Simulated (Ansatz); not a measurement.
Relaxation of BrH$_{5}$OSi (8 atoms, charge 0, multiplicity 1), to a largest force component of 0.03 eV/Å in at most 50 steps.

All numbers below come from RHF/def2-SVP in Ansatz 0.2.0.

```xyz
8
Properties=species:S:1:pos:R:3
Si 0.429 -0.263 -0.422
O -0.544 -0.147 2.294
H -1.339 -0.574 2.583
H 0.917 -0.290 -1.816
H 0.577 1.090 0.121
H -0.938 -0.799 -0.386
Br 1.840 -1.694 0.685
H 0.181 -0.689 2.638
```

Problem. Where does it end, and by what steps?

Solution. The forces met the threshold. The force dipped under the threshold on the way, but the program's further checks kept it going. After 14 steps the energy has fallen by 0.073 eV; H8 moved furthest, 0.35 Å.

```json
{"step": "0", "energy less start (eV)": "0.0000", "largest force component (eV/Å)": "0.980", "accepted": "yes"}
{"step": "1", "energy less start (eV)": "-0.0535", "largest force component (eV/Å)": "0.834", "accepted": "yes"}
{"step": "2", "energy less start (eV)": "-0.0260", "largest force component (eV/Å)": "1.527", "accepted": "no"}
{"step": "3", "energy less start (eV)": "-0.0365", "largest force component (eV/Å)": "0.707", "accepted": "no"}
{"step": "4", "energy less start (eV)": "-0.0680", "largest force component (eV/Å)": "0.304", "accepted": "yes"}
{"step": "5", "energy less start (eV)": "-0.0716", "largest force component (eV/Å)": "0.061", "accepted": "yes"}
{"step": "6", "energy less start (eV)": "-0.0719", "largest force component (eV/Å)": "0.177", "accepted": "yes"}
{"step": "7", "energy less start (eV)": "-0.0729", "largest force component (eV/Å)": "0.021", "accepted": "yes"}
{"step": "8", "energy less start (eV)": "-0.0716", "largest force component (eV/Å)": "0.343", "accepted": "no"}
{"step": "9", "energy less start (eV)": "-0.0730", "largest force component (eV/Å)": "0.063", "accepted": "yes"}
{"step": "10", "energy less start (eV)": "-0.0730", "largest force component (eV/Å)": "0.094", "accepted": "no"}
{"step": "11", "energy less start (eV)": "-0.0731", "largest force component (eV/Å)": "0.013", "accepted": "yes"}
{"step": "12", "energy less start (eV)": "-0.0731", "largest force component (eV/Å)": "0.038", "accepted": "no"}
{"step": "13", "energy less start (eV)": "-0.0732", "largest force component (eV/Å)": "0.028", "accepted": "yes"}
{"step": "14", "energy less start (eV)": "-0.0733", "largest force component (eV/Å)": "0.018", "accepted": "yes"}
```

```xyz
8
Properties=species:S:1:pos:R:3
Si 0.483 -0.278 -0.534
O -0.691 -0.113 2.511
H -1.295 -0.830 2.636
H 0.954 -0.278 -1.932
H 0.671 1.050 0.064
H -0.912 -0.739 -0.477
Br 1.780 -1.758 0.564
H 0.132 -0.420 2.864
```

The run took 26 s on 1 thread of Arm Neoverse V1, on a shared host, peak memory 0.17 GiB.
